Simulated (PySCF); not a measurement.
HfO2, SMILES [O]=[Hf]=[O], multiplicity 1. The structure is a stationary point at PBE0-D3(BJ)/def2-TZVP. The spin state was assumed, not searched. The isomer is the one that the SMILES or the coordinates give; other isomers of the formula were not compared. The def2 effective core potentials stand for the cores of Hf; spin–orbit coupling is left out.

Method: PySCF with PBE0-D3(BJ)/def2-TZVP.

Harmonic wavenumbers (cm⁻¹): 298, 848, 932. Rotational constants (GHz): 16.97, 7.679, 5.286; symmetry number 2.

Work out the zero-point energy and the ideal-gas rigid-rotor harmonic-oscillator thermochemistry at 298.15 K and 1 atm.

ZPE = ½ Σ hcν = ½ × 2079 cm⁻¹ = 12.43 kJ/mol. H − E(el) = 23.76 kJ/mol. Entropy in J/(mol K): translation 175.46, rotation 93.23, vibration 7.20, total 275.90. G − E(el) = -58.50 kJ/mol. Cp = 44.59 J/(mol K).
